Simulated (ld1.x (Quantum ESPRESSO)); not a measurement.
## What one change does to a pseudopotential (N (Z = 7), PAW)

```
Element                 : N
Generator               : ld1.x (Quantum ESPRESSO) 7.5
Type                    : PAW
Functional              : PBE
Relativity              : scalar-relativistic
Frozen core             : [He]
Valence charge          : 5
Reference configuration : 2s2 2p3
Partial waves           : 2s (bound): rcut 0.90, rcutus 1.05 bohr; 2s channel at -0.8 Ry: rcut 0.90, rcutus 1.05 bohr; 2p (bound): rcut 1.30, rcutus 1.80 bohr; 2p channel at -0.1 Ry: rcut 1.30, rcutus 1.80 bohr; 3d channel at -0.1 Ry: rcut 1.95, rcutus 2.10 bohr; 3d channel at 1.4 Ry: rcut 1.95, rcutus 2.10 bohr
Local potential         : all-electron potential smoothed inside 2.00 bohr (lloc = -1)
Core correction         : a·sin(br)/r model core, default radius (ld1.x builds one for every PAW set, though the input has nlcc=.false.)
Augmentation charge     : PSQ, radius 0.65 bohr
```

All-electron outer shells of the reference configuration (PBE, scalar-relativistic, ld1.x):

| shell | level (eV) | outermost node (bohr) | outermost maximum (bohr) |
| --- | --- | --- | --- |
| 1s | -384.72 | – | 0.15 |
| 2s | -18.58 | 0.32 | 1.02 |
| 2p | -7.09 | – | 0.98 |

Change: local potential all-electron potential smoothed inside 1.65 bohr (lloc = -1).

Cutoffs: the cutoffs (Ry, on a coarse ladder) from which the occupation-weighted sum of valence levels, in a spherical-Bessel basis at the reference potential, stays within 10 and 1 mRy of its value at 400 Ry; they do not see the model core or the augmentation charge, which bear on the density cutoff. Errors are all-electron minus pseudo energies relative to the spin-unpolarised reference configuration.

Problem. What does the change do?

Solution. The potential gets neither clearly harder nor softer (21 Ry and 35 Ry → 21 Ry and 35 Ry); of the 7 tests that both files solve, the error grows in 1 and shrinks in 2 by more than 15 % and 0.3 meV (median size 1.9 → 0.4 meV); neither file shows a bound ghost.

```csv
quantity,base,changed
"cutoff, loose",21 Ry,21 Ry
"cutoff, tight",35 Ry,35 Ry
bound ghosts,none,none
"error for 2s2 2p2, meV [ΔE 13.59 eV]",-0.6,-0.4
"error for 2s2 2p1, meV [ΔE 42.45 eV]",-2.0,-0.2
"error for 2s2 2p0, meV [ΔE 89.53 eV]",+9.0,-0.6
"error for 2s1 2p0, meV [ΔE 167.35 eV]",-23,-35
"error for 2s0 2p5, meV [ΔE 23.04 eV]",-1.9,-2.0
"error for 2s1 2p4, meV [ΔE 11.51 eV]",-0.4,-0.4
"error for 2s2 2p3.3, meV [ΔE -1.62 eV]",+0.1,+0.1
s: phases at 2.31 bohr within 0.05 rad from the reference energy up to (Ry; the scan ends near 5),to the end of the scan,to the end of the scan
p: phases at 2.31 bohr within 0.05 rad from the reference energy up to (Ry; the scan ends near 5),to the end of the scan,to the end of the scan
d: phases at 2.31 bohr within 0.05 rad from the reference energy up to (Ry; the scan ends near 5),to the end of the scan,to the end of the scan
lowest overlap eigenvalue by channel,"s 0.37, p 0.93, d 0.97","s 0.66, p 0.93, d 0.88"
```
